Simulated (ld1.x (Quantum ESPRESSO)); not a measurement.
# Ga: TM pseudisation with LDA (PZ), fully relativistic reference atom.

Ga (Z = 31), norm-conserving Troullier–Martins (Kleinman–Bylander form), made with ld1.x (Quantum ESPRESSO) 7.5 (LDA (PZ), fully relativistic). Core [Ar] 3d10, reference 4s2 4p1. Waves: 4s (bound): rc 1.65 bohr; 4p (bound): rc 2.70 bohr. Local part: all-electron potential smoothed inside 2.00 bohr (lloc = -1). Core correction: none.

Open shells are filled in proportion to 2j + 1 (rel_dist='average').

Results:

```
Cutoffs needed           : 15 Ry and 35 Ry (the cutoffs (Ry, on a coarse ladder) from which the occupation-weighted sum of valence levels, in a spherical-Bessel basis at the reference potential, stays within 10 and 1 mRy of its value at 400 Ry)
Ghost test               : no extra level below or beside the all-electron valence levels (s, p1/2, p3/2, d, f tested) (spherical-Bessel basis up to 400 Ry, 20 bohr box)
Largest excitation error : +129 meV (all-electron minus pseudo) for 4s1 4p0, out of 7 test configurations
```

Generation and tests took about 0.94 s on one core of a shared server CPU.
